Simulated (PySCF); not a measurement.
mer-MoCl3(H2O)3 (quartet state).
Bonds: Mo1–Cl2, Mo1–Cl3, Mo1–Cl4, Mo1–O5, Mo1–O8, Mo1–O11. Hydrogens: H6, H7 on O5; H9, H10 on O8; H12, H13 on O11.

Method: PBE0-D3(BJ)/def2-SVP geometry optimisation, gas phase, def2 core potentials past Kr (PySCF 2.14.0).

Q: How far are the bound atoms from Mo1?

A: 6 atoms: O8 2.175 Å, O11 2.186 Å, O5 2.213 Å, Cl4 2.363 Å, Cl2 2.399 Å, Cl3 2.432 Å. The nearest atom not counted as bound is H13, at 2.52 Å.

Q: List the angles at Mo1.

A: 
```
      angle  degrees  distance of the outer atoms (Å)
 Cl4–Mo1–O5    177.5                             4.57
 O8–Mo1–O11    175.9                             4.36
Cl2–Mo1–Cl3    164.5                             4.79
 Cl3–Mo1–O8    102.4                             3.59
Cl2–Mo1–O11     98.4                             3.47
Cl3–Mo1–Cl4     97.9                             3.62
Cl2–Mo1–Cl4     97.2                             3.57
 O5–Mo1–O11     93.0                             3.19
  O5–Mo1–O8     91.0                             3.13
Cl4–Mo1–O11     88.4                             3.17
 Cl4–Mo1–O8     87.6                             3.14
 Cl2–Mo1–O5     84.7                             3.11
 Cl2–Mo1–O8     81.5                             2.99
 Cl3–Mo1–O5     80.3                             3.00
Cl3–Mo1–O11     78.8                             2.94
```

Q: What is the shape at Mo1?

A: Distorted octahedral: the three widest angles are 177.5°, 175.9° and 164.5°, the others run from 78.8° to 102.4°. The Mo–Cl distances aren't all alike: 2.363 to 2.432 Å. The Mo–O distances aren't all alike: 2.175 to 2.213 Å.

Q: What are the other bond lengths?

A: O5–H6, O5–H7 0.969 Å; O8–H9 and 3 like bonds 0.975 Å.

Q: What are the rotational constants (commonest isotopes, rigid rotor)?

A: A = 1105, B = 871.8, C = 712.9 MHz: an asymmetric top.

Point group: C1 (no symmetry element, even within 0.4 Å). Charge 0, quartet. ⟨S²⟩ = 3.762 (exact for a quartet: 3.75). Stationary, but not proved a minimum.
